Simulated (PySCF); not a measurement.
## Polarisability and C₆ of As⁺ (arsenic, charge +1)

[Ar] 3d10 4s2 4p2, high-spin 3P determinant. Computed with PySCF 2.14 in def2-QZVPPD (12s7p5d4f1g, 95 functions), with the non-relativistic Hamiltonian (point nucleus). Coupled (time-dependent) response in atomic units; α is the mean over directions.

```tsv
method	mean α (bohr³)	α xx, yy, zz	C₆ (like pair)	S(−4)
PBEsol	17.02	15.74, 17.67, 17.67	104.4	86.83
```

S(−4) is the Cauchy moment in α(ω) = α(0) + S(−4) ω² + …

Spin-orbit coupling is absent.

α(iu) at PBEsol:

```tsv
u (hartree)	α(iu) (bohr³)
0	17.02
0.0500	16.81
0.100	16.21
0.200	14.21
0.300	11.88
0.500	7.980
0.750	5.053
1.00	3.458
1.50	1.958
2.00	1.305
3.00	0.7454
5.00	0.3721
```

For an ion, C₆ is the dispersion term alone; charge-induced terms of lower order in 1/R come first.

The components differ because the open shell of this determinant is not spherical; for a pure term their mean is the scalar polarisability.
